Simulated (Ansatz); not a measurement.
The same path of a periodic cell of 17 atoms, Si (host Si, host structure diamond, interstitial Si) was run twice with different band settings. Lost on the way: Si6–Si17. Made: Si9–Si17.

Theory: DFT PBE, scalar-relativistic, plane waves, PAW (Ansatz 0.2.0). Settings: cutoff 420 eV, k mesh 2x2x2, gaussian smearing 0.05 eV, no spin polarisation.

Relaxed end points:

```xyz
17
Lattice="0.0000 5.4300 5.4300 5.4300 0.0000 5.4300 5.4300 5.4300 0.0000" Properties=species:S:1:pos:R:3
Si 0.037 -0.004 -0.004
Si 1.357 1.358 1.359
Si 2.719 2.678 -0.004
Si 4.101 4.044 1.377
Si 2.719 -0.004 2.678
Si 4.101 1.376 4.044
Si 5.435 2.710 2.710
Si 6.769 4.044 4.044
Si 0.004 2.711 2.711
Si 1.357 4.063 4.063
Si 2.720 5.425 2.743
Si 4.082 6.788 4.063
Si 2.720 2.743 5.425
Si 4.082 4.063 6.788
Si 5.402 5.425 5.425
Si 6.770 6.805 6.806
Si 8.151 5.424 5.425
```

```xyz
17
Lattice="0.0000 5.4300 5.4300 5.4300 0.0000 5.4300 5.4300 5.4300 0.0000" Properties=species:S:1:pos:R:3
Si -0.007 0.005 0.000
Si 1.353 1.324 1.364
Si 2.731 2.697 -0.014
Si 4.104 4.075 1.363
Si 2.716 0.003 2.723
Si 4.072 1.357 4.073
Si 5.426 2.713 2.722
Si 6.785 4.074 4.043
Si -0.027 2.690 2.746
Si 1.356 4.072 4.113
Si 2.738 5.455 2.746
Si 4.067 6.791 4.084
Si 2.719 2.709 5.429
Si 4.037 4.070 6.792
Si 5.405 5.453 5.412
Si 6.788 6.821 6.792
Si 6.782 4.076 6.800
```

Common settings: movable images 3; climbing image yes; spring 5.0 eV/Å²; optimiser quadratic models (default); end points relaxed.

| run | start path | force threshold | iteration limit |
| --- | --- | --- | --- |
| 1 | straight line | 0.03 eV/Å | 80 |
| 2 | default | 0.2 eV/Å | 50 |

(1) What does each run give, and how far can it be trusted?

## Answers

(1) Run 1: converged after 29 iterations, highest image 0.309 eV above the first end. By the program's own check the climbing image is a first-order saddle point (lowest curvatures found: -0.27 and 0.56 eV/Å²).
Run 2: converged after 3 iterations, highest image 0.322 eV above the first end. The threshold of 0.2 eV/Å is loose, so the images may lie well off the minimum-energy path. The order of the stationary point at the top wasn't checked.
Limits of this set-up: coarse k mesh.
